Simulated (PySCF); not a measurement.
Compound: C₆H₁₁FO₂Si.
Geometry (GFN2-xTB, Å), atoms numbered from 1 in this order:
```xyz
21
C6H11FO2Si angstrom
C      3.713   -0.458   -0.485
C      2.546    0.065    0.300
O      2.397   -0.050    1.485
O      1.663    0.697   -0.469
Si     0.256    1.375    0.074
F     -0.297    1.891   -1.345
C     -0.935    0.097    0.791
C     -1.457   -1.014   -0.156
C     -2.880   -0.759    0.355
C     -2.397    0.529    1.034
H      4.246    0.380   -0.930
H      3.351   -1.093   -1.290
H      4.379   -1.017    0.165
H      0.526    2.556    0.868
H     -0.518   -0.348    1.696
H     -1.342   -0.765   -1.210
H     -1.052   -2.009    0.018
H     -3.212   -1.511    1.068
H     -3.644   -0.635   -0.409
H     -2.682    0.662    2.075
H     -2.670    1.423    0.478
```

Mayer bond orders were computed from the PBE0/pcSseg-1 density (PySCF). Geometry: GFN2-xTB, one conformer, isolated molecule.

Question: Rank these bonds by Mayer order, highest first.
A. C2–O3
B. C1–C2
C. C2–O4
D. Si5–C7

Answer: A (1.96), C (1.06), B (1.00), D (0.88).

Question: Set the orders of all bonds between heavy atoms beside their lengths and the difference of the Mulliken charges at their ends.

Answer: 
| bond | Mayer order | length (Å) | q(first) − q(second) (e) |
| --- | --- | --- | --- |
| C2–O3 | 1.962 | 1.200 | +0.800 |
| C2–O4 | 1.065 | 1.331 | +0.965 |
| C8–C9 | 1.049 | 1.534 | +0.042 |
| C9–C10 | 1.049 | 1.534 | -0.046 |
| C7–C8 | 1.010 | 1.550 | -0.429 |
| C10–C7 | 1.009 | 1.544 | +0.433 |
| C1–C2 | 1.002 | 1.501 | -0.626 |
| Si5–F6 | 0.935 | 1.607 | +1.620 |
| Si5–C7 | 0.876 | 1.889 | +1.805 |
| O4–Si5 | 0.847 | 1.654 | -1.771 |

Mayer orders depend on the basis set.
